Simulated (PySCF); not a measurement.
Match each property card to its molecule.

Structures:
1. `CC=C1CC1`
2. `CC(=S)c1ccon1`
3. `C#C[SiH2]c1ccccc1`
4. `N[SiH2]S[SiH3]`

Card P (geometry GFN2-xTB):
- Rotational constants A, B, C: 5.546, 1.959, 1.632 GHz
- Static isotropic polarisability (PBE0/def2-SVPD): 83.4 au
- Dipole moment (PBE0/def2-SVPD): 2.05 D
- Lowest singlet excitation (TDDFT PBE0/def2-SVPD): 5.87 eV (211 nm, f = 0.015)
- Isotropic shieldings of nuclei other than C and H, by class (GIAO PBE0/pcSseg-1): 249 (1 N), 370 (1 Si), 405 (1 Si), 821 (1 S) ppm

Card Q (geometry GFN2-xTB):
* Rotational constants A, B, C: 3.866, 1.246, 0.948 GHz
* Static isotropic polarisability (PBE0/def2-SVPD): 90.1 au
* HOMO energy (PBE0/def2-SVPD): -6.75 eV
* Strongest line among the 6 lowest singlet transitions (TDDFT PBE0/def2-SVPD): S4 at 4.89 eV (254 nm, f = 0.344)
* Point group: Cs
* Isotropic shieldings of nuclei other than C and H, by class (GIAO PBE0/pcSseg-1): -163 (1 N), -68 (1 O), -570 (1 S) ppm

Card R (geometry GFN2-xTB):
* Rotational constants A, B, C: 3.205, 0.839, 0.686 GHz
* Static isotropic polarisability (PBE0/def2-SVPD): 114.2 au
* Lowest triplet excitation (Tamm–Dancoff) (TDA PBE0/def2-SVPD): 4.09 eV
* Lowest singlet excitation (TDDFT PBE0/def2-SVPD): 5.41 eV (229 nm, f = 0.003)
* Dipole moment (PBE0/def2-SVPD): 0.74 D

Card S (geometry GFN2-xTB):
- Rotational constants A, B, C: 14.352, 3.192, 2.749 GHz
- Static isotropic polarisability (PBE0/def2-SVPD): 60.9 au
- Lowest singlet excitation (TDDFT PBE0/def2-SVPD): 6.78 eV (183 nm, f = 0.000)
- HOMO energy (PBE0/def2-SVPD): -7.02 eV
- Dipole moment (PBE0/def2-SVPD): 0.13 D
- Strongest line among the 6 lowest singlet transitions (TDDFT PBE0/def2-SVPD): S3 at 7.12 eV (174 nm, f = 0.488)
- 13C chemical shifts (computed TMS as zero) by class (GIAO PBE0/pcSseg-1): 128.1 (1 C), 122.2 (1 C), 21.4 (1 C), 5.1 (1 C), 3.8 (1 C) ppm

Species are written as SMILES; each is one conformer at its optimised geometry, gas phase, non-relativistic unless stated; the electronic structure was computed with PySCF and density fitting. NMR classes are plain means over equivalent atoms (diastereotopic ones count apart unless rotation or inversion swaps them), as if these changed places fast.

Which card belongs to which structure?

P = 4, Q = 2, R = 3, S = 1. What ties each card to its structure:
- 1 (card S), C5H8, monoisotopic mass 68.1 u, 5 heavy atoms: 5 C in 5 classes; the least shielded carbon (128.1 ppm) is a fully substituted alkene carbon; an asymmetric top with C = 2.749 GHz, the highest such constant on the cards; polarisability 60.9 au for 38 electrons, the smallest shown; dipole 0.13 D.
- 2 (card Q), C5H5NOS, monoisotopic mass 127.0 u, 8 heavy atoms: an asymmetric top with C = 0.948 GHz; polarisability 90.1 au for 66 electrons.
- 3 (card R), C8H8Si, monoisotopic mass 132.0 u, 9 heavy atoms: an asymmetric top with C = 0.686 GHz, the lowest such constant on the cards; polarisability 114.2 au for 70 electrons, the largest shown; dipole 0.74 D.
- 4 (card P), H7NSSi2, monoisotopic mass 109.0 u, 4 heavy atoms: an asymmetric top with C = 1.632 GHz; polarisability 83.4 au for 58 electrons; dipole 2.05 D.
